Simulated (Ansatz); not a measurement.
Stepwise reaction of `[F][SnH2][F]` with water, as a gas-phase model of exchange steps in deposition or etching. ΔE in kJ/mol; ΔG adds harmonic PBE0-D4 terms to CCSD(T)/CBS, at 1 bar.

Program: Ansatz. Geometries: PBE0-D4/def2-TZVP. ΔE: electronic, gas phase. CBS: MP2 limit from def2 TZ/QZ plus the TZ coupled-cluster correction, frozen cores. This one scheme is used for every species. Functionals use def2-TZVPP. B3LYP here is the variant with VWN-RPA as its local correlation; programs differ in this. Elements past krypton have def2 core potentials. For Sn outer-core shells are correlated without core-valence functions, which leaves a few kJ/mol of doubt a bond. One conformer a species, not always the lowest.

```
step                                        reaction  PBE-D4  B3LYP-D4  ωB97M-V  CCSD(T)/CBS  ΔG(600 K)
   1    `[F][SnH2][F]` + H₂O → `[OH][SnH2][F]` + H–F    34.1      35.8     35.0         30.7       27.3
   2  `[OH][SnH2][F]` + H₂O → `[OH][SnH2][OH]` + H–F    38.1      40.2     39.4         34.8       40.0
```

Question: By hand: ΔE of the 2 steps together at CCSD(T)/CBS.

Answer: (30.7) + (34.8) = 65.5 kJ/mol, or 32.8 kJ/mol a step.

In ΔE the steps differ by no more than 4.1 kJ/mol. All are uphill at CCSD(T)/CBS. ΔG lies between 27.3 and 40.0 kJ/mol a step. PBE-D4 differs from CCSD(T)/CBS by 3.3 to 3.4 kJ/mol a step. Isolated molecules leave out the surface, adducts and barriers. Largest T1 diagnostic: 0.014.
